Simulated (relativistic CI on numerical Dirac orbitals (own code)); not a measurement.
## Electric-dipole transitions in Pr22+

These numbers are calculated, not measured: Dirac-Coulomb-Breit CI, KLI orbitals optimised for each configuration, QED by a radiative potential, unscaled Slater integrals (own radial code, finite nucleus).

Configuration list (outside the closed core [Ar] 3d10): 4s2 4p6 4d, 4s2 4p5 4d2, 4s2 4p6 4f, 4s 4p6 4d2, 4s2 4p5 4d 4f, 4s 4p6 4d 4f, 4s2 4p6 5s, 4s2 4p6 5p, 4s2 4p6 5d, 4s2 4p5 4d 5s, 4p6 4d3, 4p5 4d4, 4p5 4d3 4f. Double excitations out of closed p, d and f shells are left out; levels of such configurations are missing from the list, as are those of other unlisted configurations, and high levels can miss mixing partners. These lack a partner that the ground configuration has and come out too high: 4s2 4p5 4d 5s.

```csv
λ vac (nm),Lower,Upper,A (s⁻¹),log gf,S velocity/length
8.0999,4s2 4p6 4d 2D_3/2 [1],4s2 4p5 4d2 2D°_3/2 [46],1.78e+12,0.85,0.65
8.2161,4s2 4p6 4d 2D_5/2 [2],4s2 4p5 4d2 2F°_7/2 [49],1.44e+12,1.07,0.73
8.2333,4s2 4p6 4f 2F°_7/2 [33],4s2 4p5 4d 4f 2F_7/2 [177],6.89e+11,0.75,0.61
8.2594,4s2 4p6 4d 2D_5/2 [2],4s2 4p5 4d2 2D°_5/2 [48],1.68e+12,1.01,0.64
8.2905,4s2 4p6 4d 2D_5/2 [2],4s2 4p5 4d2 2P°_3/2 [47],1.29e+12,0.73,0.75
8.2909,4s2 4p6 4d 2D_3/2 [1],4s2 4p5 4d2 2P°_1/2 [45],5.22e+11,0.03,0.82
8.4844,4s2 4p6 4d 2D_3/2 [1],4s2 4p5 4d2 2F°_5/2 [44],1.35e+12,0.94,0.74
8.5035,4s2 4p6 4d 2D_3/2 [1],4s2 4p5 4d2 2P°_1/2 [43],6.31e+11,0.14,0.73
8.8756,4s2 4p5 4d2 4D°_3/2 [4],4s2 4p5 4d 4f 4G_5/2 [102],1.72e+11,0.08,0.71
8.9045,4s2 4p5 4d2 4D°_1/2 [3],4s2 4p5 4d 4f 4F_3/2 [97],3.39e+11,0.21,0.70
8.9945,4s2 4p5 4d2 4D°_5/2 [5],4s2 4p5 4d 4f 4F_7/2 [104],1.75e+11,0.23,0.78
8.9998,4s2 4p5 4d2 2G°_9/2 [25],4s2 4p5 4d 4f 2H_11/2 [139],6.60e+11,0.98,0.81
9.0117,4s2 4p5 4d2 4D°_5/2 [5],4s2 4p5 4d 4f 4H_7/2 [101],1.34e+11,0.12,0.82
9.0447,4s2 4p5 4d2 2H°_11/2 [19],4s2 4p5 4d 4f 2I_13/2 [130],6.55e+11,1.05,0.86
9.1074,4s2 4p5 4d2 2G°_9/2 [41],4s2 4p5 4d 4f 2I_11/2 [175],5.52e+11,0.92,0.82
9.1847,4s2 4p5 4d2 4G°_7/2 [6],4s2 4p5 4d 4f 4H_9/2 [98],4.02e+11,0.71,0.92
9.1850,4s2 4p5 4d2 2D°_3/2 [13],4s2 4p5 4d 4f 2F_5/2 [112],3.08e+11,0.37,0.77
9.1866,4s2 4p5 4d2 2F°_7/2 [27],4s2 4p5 4d 4f 2H_9/2 [145],3.14e+11,0.60,0.82
9.1869,4s2 4p5 4d2 4D°_7/2 [8],4s2 4p5 4d 4f 4F_9/2 [107],1.97e+11,0.40,0.83
9.2046,4s2 4p5 4d2 2F°_7/2 [39],4s2 4p5 4d 4f 2G_9/2 [171],5.08e+11,0.81,0.76
9.2580,4s2 4p5 4d2 4G°_7/2 [34],4s2 4p5 4d 4f 4H_9/2 [158],4.81e+11,0.79,0.87
9.2669,4s2 4p5 4d2 4G°_9/2 [9],4s2 4p5 4d 4f 4H_11/2 [103],4.40e+11,0.83,0.92
9.2978,4s2 4p5 4d2 2G°_7/2 [14],4s2 4p5 4d 4f 2G_9/2 [113],2.89e+11,0.57,0.85
9.3128,4s2 4p5 4d2 2G°_9/2 [37],4s2 4p5 4d 4f 2H_11/2 [166],4.37e+11,0.83,0.88
9.3569,4s2 4p5 4d2 4G°_11/2 [11],4s2 4p5 4d 4f 4H_13/2 [105],4.70e+11,0.94,0.93
9.4011,4s2 4p5 4d2 4F°_9/2 [18],4s2 4p5 4d 4f 4G_11/2 [120],5.20e+11,0.92,0.85
9.4279,4s2 4p5 4d2 2F°_7/2 [16],4s2 4p5 4d 4f 2G_9/2 [118],2.17e+11,0.46,0.86
9.4440,4s2 4p5 4d2 2F°_5/2 [44],4s2 4p5 4d 4f 2G_7/2 [176],1.08e+12,1.06,0.81
9.6598,4s2 4p5 4d2 2F°_7/2 [49],4s2 4p5 4d 4f 2G_9/2 [181],1.02e+12,1.16,0.85
13.193,4s2 4p5 4d2 4G°_11/2 [11],4s 4p6 4d2 4F_9/2 [55],7.69e+10,0.30,1.13
```

Terms are leading LS components. Brackets give the number of a level in order of energy, since labels repeat. The list gives strong lines, with weight on those to low levels, among the lowest 200 of 1624 levels, so that lines to higher ones, which can be the strongest, are missing. Levels whose partners in the same complex of configurations lie outside the list can be far off, and so can their lines. Rates are taken at the computed energies, electric ones in the length gauge. A velocity-to-length ratio far from 1 marks an uncertain rate.

At this charge energies of transitions that change n are usually good to better than 1 %, and those within a shell (Δn = 0) to a few per cent.

LS names give the leading component of a level, which can be under half, so a name can repeat, a term be missing and a line seem to break the LS rules.
